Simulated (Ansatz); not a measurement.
Job for Ansatz (a quantum-chemistry and plane-wave program): R-PBE/def2-TZVPP on SiP+, 2S+1 = 1, a spin state set in the input, which need not be the lowest, a point of a bond scan (R = 2.242 Å). Charge +1.

Ansatz 0.2 input:
```yaml
crystal:
  periodic: [false, false, false]
  atoms:
    - {symbol: Si, position_ang: [0.00000000, 0.00000000, 0.00000000]}
    - {symbol: P, position_ang: [0.00000000, 0.00000000, 2.24160800]}
basis:
  gaussian:
    orbitals: def2-TZVPP
    pivot_positions_ang: [[0.00000000, 0.00000000, 0.00000000], [0.00000000, 0.00000000, 2.24160800]]
hamiltonian:
  xc: {name: PBE}
total_charge: 1
output: {forces: true, orbitals: {seedname: ./end}}
```

Output:

```
WARN ansatz: RAYON_NUM_THREADS=1 ignored (pool sized by the plan → 1); use --threads N
Functional definition: PBE
integrals: 0.02 GiB planned
575 factors; their error is unknown
mean field: 0.16 GiB planned
mean field evaluation 1: about -17134.7280 eV, gradient 5.2e1 eV
mean field evaluation 2: about -17029.3020 eV, gradient 1.5e2 eV
mean field evaluation 4: about -17145.5523 eV, gradient 1.2e1 eV
mean field evaluation 8: about -17146.0539 eV, gradient 4.3e0 eV
mean field evaluation 16: about -17146.0803 eV, gradient 2.5e-5 eV
mean field evaluation 32: about -17145.8730 eV, gradient 8.2e0 eV
mean field evaluation 64: about -17143.5450 eV, gradient 2.1e1 eV
mean field -17146.08026929 eV, -630.1068278657 hartree, gradient 1.7e-5 eV, S^2 0.000000; 8 other end points of the search recorded, 0 dependent functions left out
the calculation of the forces begins
reference -17146.08029785 eV, -630.1068289153 hartree; 14, 14 occupied and 70, 70 virtual orbitals, 575 factors
Total energy: -17146.08029785 eV, -630.1068289153 hartree
Atom 0 at     0.000000     0.000000     0.000000 Å, force    -0.000000    -0.000000    -0.328406 eV/Å
Atom 1 at     0.000000     0.000000     2.241608 Å, force     0.000000     0.000000     0.328406 eV/Å
Dipole moment:    -0.000000    -0.000000    -0.215265 e Å
```

Self-consistency was reached.

Cost: about 1.4 core-seconds (a rough figure).
